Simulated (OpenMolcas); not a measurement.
Ce3+ with 6 ligands (iodide) in tetragonal octahedral coordination (D4h). The axial distance is 1.02 times the equatorial one, R.

```json
{
  "Program": "OpenMolcas",
  "Method": "CASSCF",
  "Basis": "ANO-RCC-VDZP [7s6p4d2f1g]",
  "Scalar Hamiltonian": "DKH2, point nucleus",
  "Active space": "1 electron in 7 orbitals (4f)",
  "State averaging": "2S+1 = 2 odd, 7 roots",
  "Spin-orbit coupling": "state interaction with AMFI integrals over the reference wave functions"
}
```

All ligands move together. At R = 2.95 Å the width of the lowest J multiplet is 341 cm-1, and at R = 3.24 Å it is 238 cm-1.

A third run gives 269 cm-1. What distance was it run at?

With a power law R^-n the two known points give n = -ln(238 / 341) / ln(3.24 / 2.95) = 3.84. Then R = 2.95 × (341 / 269)^(1/3.84) = 3.138 Å. The run was at 3.14 Å, so the estimate is off by -0.002 Å.

No measured value stands beside these numbers; the geometry is a model, was not optimised and need not be the one that this ion takes.
